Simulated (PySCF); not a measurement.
**Field gradients at the hydrogen positions**

Compound: CH6P2Si.
Z-matrix (Å and degrees, PBE0-D3(BJ)/def2-SVP geometry), rows numbered from 1:
```
Si
C   1  1.8953
P   2  1.8510  1  112.04
P   3  2.0319  2  107.13  1   -80.87
H   1  1.4933  2  109.87  3   -52.23
H   1  1.4927  2  109.30  3    67.59
H   1  1.4951  2  109.75  3  -172.29
H   2  1.1035  1  108.13  3   118.62
H   2  1.1022  1  108.75  3  -124.18
H   4  1.4384  3   98.81  2    -1.40
```

Level: PBE0/pcSseg-1 (PySCF, non-relativistic); Q(2H) = 0.00286 b; rigid geometry, the same for H and D, with no vibrational averaging.

Question: Rank these positions by the coupling χzz of a deuteron there, largest first.
A. H9 (methylene hydrogen)
B. H10 (P–H hydrogen)
C. H5 (Si–H hydrogen)

Answer: A (197 kHz), B (107 kHz), C (94 kHz).

Give the electric field gradient Vzz (the principal value of largest size), its asymmetry and the 2H coupling at each hydrogen.

| atom | bonded to | bond length (Å) | Vzz (au) | η | χzz (kHz) |
| --- | --- | --- | --- | --- | --- |
| H5 | Si1 | 1.493 | 0.1399 | 0.03 | 94 |
| H6 | Si1 | 1.493 | 0.1407 | 0.03 | 95 |
| H7 | Si1 | 1.495 | 0.1391 | 0.02 | 93 |
| H8 | C2 | 1.104 | 0.2902 | 0.03 | 195 |
| H9 | C2 | 1.102 | 0.2938 | 0.02 | 197 |
| H10 | P4 | 1.438 | 0.1598 | 0.02 | 107 |

Average by the element that carries the hydrogen.

on Si: 94 kHz over 3 positions, mean bond length 1.494 Å; on C: 196 kHz over 2 positions, mean bond length 1.103 Å; on P: 107 kHz over 1 position, mean bond length 1.438 Å.

A static deuteron (I = 1) shows a doublet split by (3/2)χ, (3/4)χ(1 + η) and (3/4)χ(1 − η) with the field along z, y and x of the gradient. What are these for H9?

With |χ| = 197.4 kHz and η = 0.025: 296, 152 and 144 kHz, to first order and without motion.

The structure is a single PBE0-D3(BJ)/def2-SVP conformer in the gas phase; no vibrational or solvent corrections. The basis is small and wasn't made for field gradients, so the couplings can be 20 % off.
